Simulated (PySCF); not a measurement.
# Spinor energies of Ga (gallium, neutral)

Start: [Ar] 3d10 4s2 4p1; 4p1/2 filled at m_j = +1/2. Calculated with PySCF 2.14 in x2c-TZVPPall-2c (6s7p4d1f, 54 functions): generalised Hartree-Fock with the X2C-1e Hamiltonian and a Gaussian nucleus; one run each with spin-orbit coupling (SO) switched off, then screened by Boettger's factors.

| spinor shell | electrons | ε, spin-free (eV) | ε, screened SO (eV) | weight of nominal j (screened SO) | rms radius, screened SO (bohr) |
| --- | --- | --- | --- | --- | --- |
| 1s1/2 | 2 | -10441.4 | -10441.1 | 1.000 | 0.0560 |
| 2s1/2 | 2 | -1341.1 | -1341.0 | 1.000 | 0.235 |
| 2p1/2 | 2 | -1162.9 | -1181.9 | 1.000 | 0.209 |
| 2p3/2 | 4 | -1162.9 | -1153.7 | 1.000 | 0.212 |
| 3s1/2 | 2 | -178.95 | -178.89 | 1.000 | 0.698 |
| 3p1/2 | 2 | -123.00 | -125.64 | 1.000 | 0.730 |
| 3p3/2 | 4 | -123.00 | -121.64 | 1.000 | 0.741 |
| 3d3/2 | 4 | -31.608 | -31.872 | 0.998 | 0.897 |
| 3d5/2 | 6 | -31.608 | -31.337 | 0.999 | 0.899 |
| 4s1/2 | 2 | -11.805 | -11.775 | 0.996 | 2.65 |
| 4p1/2 | 1 | -5.855 | -5.922 | 0.954 | 3.59 |

```json
{"quantity": "E (hartree)", "spin-free": "-1942.13675", "screened SO": "-1942.20215"}
{"quantity": "M_J", "spin-free": "1/2", "screened SO": "1/2"}
{"quantity": "⟨J²⟩", "spin-free": "1.072", "screened SO": "0.906"}
{"quantity": "⟨L²⟩", "spin-free": "2.051", "screened SO": "2.053"}
{"quantity": "⟨S²⟩", "spin-free": "0.767", "screened SO": "0.769"}
```

⟨J²⟩ departs a little from M_J(M_J + 1) because the unrestricted spinors polarise the closed shells.

Without spin-orbit coupling the j labels of p, d and f shells carry no meaning; the spin-free column gives the mean over the occupied spinors of each nl shell, and its ⟨J²⟩ belongs to a mixture of degenerate components.
